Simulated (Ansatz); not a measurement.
A run for Ansatz (a first-principles code): R-B2PLYP/def2-TZVPPD on HF (SMILES F). Files ending in .json are basis or fitting sets from the Basis Set Exchange.

Ansatz 0.2 input:
```yaml
crystal:
  periodic: [false, false, false]
  atoms:
    - {symbol: F, position_ang: [-0.32197108, 1.22989124, 0.10261259]}
    - {symbol: H, position_ang: [-0.03851373, 0.65189799, 0.78659770]}
basis:
  gaussian:
    orbitals: def2-TZVPPD.json
hamiltonian:
  xc: {name: B2PLYP}
magnetization: {spin_polarized: false}
correlation: {electrons: outside_noble_gas}
scf: {lower_state_search: off}
```

The head of its log:

```
WARN ansatz: RAYON_NUM_THREADS=2 ignored (pool sized by the plan → 2); use --threads N
Functional definition: B2PLYP
these checks for a lower state are left out or cut short: stability, starts, cluster_reference, orbital_swaps, neighbouring_geometries, increment
integrals: 0.01 GiB planned
354 factors; integrals over basis functions are off by at most 1.2e-3 eV
mean field: 0.09 GiB planned
mean field evaluation 1: about -2729.5190 eV, gradient 2.9e1 eV
mean field evaluation 2: about -2729.5192 eV, gradient 2.9e1 eV
mean field evaluation 4: about -2730.7500 eV, gradient 7.2e-1 eV
mean field evaluation 8: about -2730.7513 eV, gradient 4.1e-3 eV
mean field -2730.75133235 eV, -100.3532604940 hartree, gradient 3.5e-6 eV, S^2 0.000000; 0 other end points of the search recorded, 0 dependent functions left out
1 core orbitals not correlated
reference -2730.75143857 eV, -100.3532643978 hartree; 4, 4 occupied and 52, 52 virtual orbitals, 354 factors
```

### Question
What total energy does the run end on?

### Answer
-100.4401 hartree.
